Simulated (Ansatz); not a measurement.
`CN(C)B(N(C)C)N(C)C`, charge 0, multiplicity 1.

Give a relaxed structure at PBE0-D4/def2-TZVP (Ansatz 0.2.0). (Estimate.)

Computed: 
```xyz
28

C     1.480    1.231    1.640
N     0.968    0.020    1.060
C     1.521   -1.169    1.648
B     0.000    0.000    0.000
N    -0.955   -1.069   -0.080
C    -1.476   -1.572   -1.322
C    -1.486   -1.743    1.073
N    -0.013    1.049   -0.980
C     1.171    1.736   -1.418
C    -1.211    1.517   -1.622
H     2.561    1.352    1.475
H     0.972    2.098    1.218
H     1.319    1.243    2.727
H     2.618   -1.161    1.587
H     1.164   -2.054    1.122
H     1.260   -1.273    2.712
H    -2.560   -1.412   -1.418
H    -0.984   -1.087   -2.164
H    -1.302   -2.654   -1.408
H    -1.124   -1.273    1.987
H    -2.584   -1.695    1.082
H    -1.211   -2.808    1.101
H     1.282    1.666   -2.509
H     1.155    2.806   -1.165
H     2.057    1.292   -0.965
H    -2.085    1.024   -1.198
H    -1.332    2.600   -1.479
H    -1.205    1.335   -2.707
```
Point group D3.
This is one stationary point; other conformers may exist.
